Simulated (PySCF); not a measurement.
## Stretching MoCl

Set-up: PySCF, scalar-relativistic core potentials, basis sets Mo def2-TZVPP with ECP28, Cl def2-TZVPP. Energies in eV from Mo (4d5 5s1) + Cl in their ground configurations at the same level. All curves are PBE0. state 1: ⁶Σ⁺ (sextet), unpaired electrons σ ↑, π ↑↑, δ ↑↑; state 2: Ms = 1.5 determinant of mixed spin (⟨S²⟩ near 4.8), unpaired electrons σ ↑, π ↑↓, δ ↑↑, a mixture of terms (⟨Lz²⟩ = 2.0), a second solution, started from another occupation; state 3: ⁶Π (sextet), unpaired electrons σ ↑↑, π ↑, δ ↑↑, a second solution, started from another occupation; state 4: Ms = 1.5 determinant of mixed spin (⟨S²⟩ near 4.8), unpaired electrons σ ↓, π ↑↑, δ ↑↑, a second solution, started from another occupation.

```json
{"R (Å)": "1.969", "state 1": "-2.716", "state 2": "-1.496", "state 3": "-1.003", "state 4": "-1.237"}
{"R (Å)": "2.061", "state 1": "-3.328", "state 2": "-2.066", "state 3": "-1.671", "state 4": "-1.822"}
{"R (Å)": "2.153", "state 1": "-3.655", "state 2": "-2.358", "state 3": "-2.057", "state 4": "-2.123"}
{"R (Å)": "2.221", "state 1": "-3.766", "state 2": "-2.446", "state 3": "-2.213", "state 4": "-2.214"}
{"R (Å)": "2.290", "state 1": "-3.792", "state 2": "-2.453", "state 3": "-2.283", "state 4": "-2.221"}
{"R (Å)": "2.359", "state 1": "-3.756", "state 2": "-2.400", "state 3": "-2.289", "state 4": "-2.166"}
{"R (Å)": "2.450", "state 1": "-3.639", "state 2": "-2.264", "state 3": "-2.223", "state 4": "-2.025"}
{"R (Å)": "2.565", "state 1": "-3.422", "state 2": "-2.027", "state 3": "-2.063", "state 4": "-1.779"}
{"R (Å)": "2.702", "state 1": "-3.111", "state 2": "-1.695", "state 3": "-1.808", "state 4": "-1.435"}
{"R (Å)": "2.885", "state 1": "-2.673", "state 2": "-1.231", "state 3": "-1.437", "state 4": "-0.960"}
```

Put a parabola through the three lowest points of the state 1 curve and estimate Re, k and ωe (reduced mass 25.77 u; 1 eV/Å² = 0.16022 mdyn/Å; ωe = 1302.8·√(k/μ) cm⁻¹).

Through R = 2.221, 2.29, 2.359 Å the second-order coefficient is 6.51 eV/Å², so Re ≈ 2.284 Å, k ≈ 2.09 mdyn/Å and ωe ≈ 371 cm⁻¹. A polynomial fit of higher order to the unrounded PBE0 energies gives Re = 2.281 Å, k = 2.20 mdyn/Å, ωe = 380 cm⁻¹; anharmonicity and rounding make the difference.

The higher-order fit for each curve: state 1: Re = 2.281 Å, ωe = 380 cm⁻¹, De = 3.79 eV; state 2: Re = 2.262 Å, ωe = 389 cm⁻¹, minimum 2.46 eV below the ground-state fragments; state 3: Re = 2.330 Å, ωe = 349 cm⁻¹, minimum 2.29 eV below the ground-state fragments; state 4: Re = 2.262 Å, ωe = 396 cm⁻¹, minimum 2.23 eV below the ground-state fragments.

The metal atom is held in its measured ground configuration; semilocal functionals can put another filling of s and d lower by some tenths of an eV, and De to that atom would be smaller. ⟨S²⟩ of the unrestricted solution departs from its pure value on part of the curve, where spin states mix. These are scalar-relativistic numbers at best; spin–orbit coupling would shift them, the dissociation energy most. The state is the lowest single determinant that the PBE0 search found; with open d or f shells the true ground state can be another one.
